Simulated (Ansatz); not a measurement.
Program: Ansatz. Geometries: PBE0-D4/def2-TZVP. ΔE: electronic, gas phase. CCSD(T)/CBS is the MP2 limit (def2-TZVPP, def2-QZVPP) plus CCSD(T) − MP2 in def2-TZVPP, frozen cores. This one scheme is used for every species, atoms too. Functionals use def2-TZVPP. No spin–orbit coupling; open shells (•) take unrestricted orbitals. Spin–orbit coupling would lower the free atoms: a little for Al, C, F, Si.

Consider the atomization: `F[CH]1[SiH2][Al]1[F]` → Al• + C• + 2 F• + 3 H• + Si•.

`F[CH]1[SiH2][Al]1[F]`:

Z-matrix (Å, degrees):
```
C
Si 1 1.929
Al 1 1.944 2 74.7
F 1 1.368 2 125.4 3 144.6
H 1 1.117 2 101.5 3 -91.8
H 2 1.490 1 121.6 3 135.5
H 2 1.491 1 110.7 3 -95.2
F 3 1.642 1 146.2 2 169.6
```

```
               species  B2PLYP energy (Eh)
`F[CH]1[SiH2][Al]1[F]`          -771.26636
                   Al•          -242.24823
                    C•           -37.82703
                    F•           -99.71857
                    H•            -0.49861
                   Si•          -289.25332
```

(1) Work out ΔE.

Largest T1 diagnostic among the species: 0.018.

## Answers

(1) ΔE = 3 × (-0.49861) + 2 × (-99.71857) + (-242.24823) + (-37.82703) + (-289.25332) − (-771.26636) = 1.00481 Eh = +2638.1 kJ/mol. CCSD(T)/CBS gives +2683.5 kJ/mol.

Leaving LDA and LC-ωPBE aside and taking each functional with its dispersion term where it has one, the values, not all of them listed here, spread over 187.7 kJ/mol, from BHLYP-D4 to PBE-D4. LDA lies +392.5 kJ/mol from PBE without D4, its usual overbinding. From r2SCAN to r2SCAN0 (25 % exact exchange), in def2-TZVPP and without D4, ΔE moves by −70.4 kJ/mol: exact exchange takes away binding that semilocal exchange gives to molecules.

For atomizations the MP2-based limit and the directly extrapolated one differ by several kJ/mol either way, and by 10 to 25 for some Ge, Se and Sn compounds, so smaller differences from it don't rank the levels.
